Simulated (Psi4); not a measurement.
Torsional profile of SMILES Oc1ccc(O[SiH3])s1 (C4H6O2SSi), singlet. Scanned: dihedral H9–O1–C2–S8; all other coordinates were relaxed at GFN2-xTB. Points at φ and −φ are mirror images. Heavy atoms are numbered in the order of the SMILES Oc1ccc(O[SiH3])s1, hydrogens after them in the order of the atoms that carry them; the mirror image has the same energies with the sign of each dihedral reversed.

Computed with: PBE-D3(BJ)/def2-SVP // GFN2-xTB (Psi4); PBE/def2-SVP // GFN2-xTB (Psi4); PBE0-D3(BJ)/def2-SVP // GFN2-xTB (Psi4).

Energies in kJ/mol, each method relative to its own lowest point.

```csv
φ / °,PBE-D3(BJ)/def2-SVP,PBE/def2-SVP,PBE0-D3(BJ)/def2-SVP
-150,1.3,1.3,1.2
-120,3.1,3.1,2.8
-90,3.0,3.0,2.6
-60,1.8,1.8,2.0
-30,2.2,2.2,3.0
0,3.0,3.1,4.0
30,2.2,2.2,3.0
60,1.8,1.8,2.0
90,3.0,3.0,2.6
120,3.1,3.1,2.8
150,1.3,1.3,1.2
180,0.0,0.0,0.0
```
